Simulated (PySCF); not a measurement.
Run record for `N#C[Si@@H]1CCC[SiH2]1`: PBE0/IGLO-II, fitting basis def2-qzvpp-jkfit, TDA, 12 singlets.

Method: TDA PBE0/IGLO-II, vertical, gas phase, core orbitals frozen in the response (PySCF 2.14.0, density-fitted response routines). Geometry: GFN2-xTB. A driver script takes a list of jobs; this job's settings line and coordinates (Å) are shown.

Command:
```bash
OMP_NUM_THREADS=1 python probes_run.py task.json out
```

Input:
```
{"job": {"kind": "uv", "xc": "PBE0", "basis": "IGLO-II", "nstates": 12, "ntriplets": 0, "tda": true, "scf": {"aux": "def2-qzvpp-jkfit"}}, "charge": 0, "multiplicity": 1}
N      3.439227     0.768327    -1.367801
C      2.622565     0.656760    -0.570608
Si     1.253266     0.518658     0.694583
C      0.475973    -1.222748     0.492541
C     -0.682241    -1.127807    -0.504165
C     -1.652349    -0.001869    -0.137116
Si    -0.680005     1.636055     0.067264
H      1.954780     0.664702     1.976596
H      1.190575    -1.974897     0.157679
H      0.091401    -1.562071     1.457029
H     -0.280265    -0.943993    -1.504993
H     -1.216577    -2.082195    -0.541430
H     -2.434233     0.068495    -0.893238
H     -2.150664    -0.255348     0.801507
H     -0.618320     2.366647    -1.202721
H     -1.320730     2.500229     1.063461
```

Q: Predict the output.

A: 
```
final grid: 128024 points
cycle   1  E = -791.0412204845  dE =  5.708e-01  |g| = 5.210e-01  |ddm| = 3.140e+00
cycle   2  E = -790.9260433278  dE =  1.152e-01  |g| = 8.671e-01  |ddm| = 9.515e-01
cycle   3  E = -791.0962684413  dE = -1.702e-01  |g| = 2.120e-01  |ddm| = 6.375e-01
cycle   4  E = -791.1049461045  dE = -8.678e-03  |g| = 6.259e-02  |ddm| = 1.446e-01
cycle   5  E = -791.1058431313  dE = -8.970e-04  |g| = 1.338e-02  |ddm| = 5.447e-02
cycle   6  E = -791.1058869081  dE = -4.378e-05  |g| = 2.507e-03  |ddm| = 1.395e-02
cycle   7  E = -791.1058886605  dE = -1.752e-06  |g| = 4.494e-04  |ddm| = 3.134e-03
cycle   8  E = -791.1058887226  dE = -6.210e-08  |g| = 1.021e-04  |ddm| = 6.442e-04
cycle   9  E = -791.1058887249  dE = -2.262e-09  |g| = 2.675e-05  |ddm| = 1.052e-04
cycle  10  E = -791.1058887251  dE = -1.498e-10  |g| = 9.015e-06  |ddm| = 2.706e-05
converged SCF energy = -791.1058887251

Static polarisability (au): isotropic 97.070, principal 85.531 94.481 111.198

Singlet excitations
state   eV       nm        f      main configurations
  1   6.0867    203.7   0.00867   H->L 0.96
  2   6.4997    190.8   0.12979   H->L+1 0.79
  3   6.9896    177.4   0.09220   H->L+2 0.43, H-1->L+1 0.15, H-2->L 0.12
  4   7.1182    174.2   0.08659   H-1->L+1 0.46, H->L+2 0.29
  5   7.2865    170.2   0.01787   H-2->L 0.65, H->L+2 0.11
  6   7.3673    168.3   0.06638   H-1->L 0.48, H-2->L+1 0.12
  7   7.5145    165.0   0.02737   H->L+3 0.19, H-5->L 0.17, H-1->L 0.13
  8   7.6139    162.8   0.03016   H-2->L+1 0.42, H-1->L+2 0.18, H-1->L 0.12
  9   7.7126    160.8   0.00793   H-4->L 0.23, H-2->L+1 0.18, H-2->L+2 0.12
 10   7.8099    158.8   0.01338   H-4->L+1 0.39, H-1->L+2 0.17, H-2->L+1 0.14
 11   7.8545    157.9   0.00495   H->L+3 0.44, H-5->L 0.18, H-2->L+2 0.18
 12   7.8987    157.0   0.01924   H-3->L 0.57, H-4->L+1 0.08
```

H and L stand for HOMO and LUMO; the number after each pair is its weight.

Q: Give S1 in cm⁻¹ and kJ/mol.

A: 6.0867 eV × 8065.54 = 49093 cm⁻¹; × 96.485 = 587.3 kJ/mol.

Q: How does the lowest singlet excitation compare with the HOMO–LUMO gap?

A: HOMO -8.09 eV and LUMO -0.70 eV give a gap of 7.39 eV; S1 at 6.09 eV lies 1.30 eV below it.

In short: SCF converged in 10 cycles with 234 basis and 795 fitting functions; HOMO -8.09 eV, LUMO -0.70 eV; lowest singlet 6.09 eV; mean polarisability 97.1 au.

Q: How long does this job take on an Arm Neoverse V1 with one thread (shared host)? And the peak memory of the process?

A: About 31 s, with 0.89 GiB resident at the peak, the Python interpreter and its libraries included.

One conformer stands for the species.
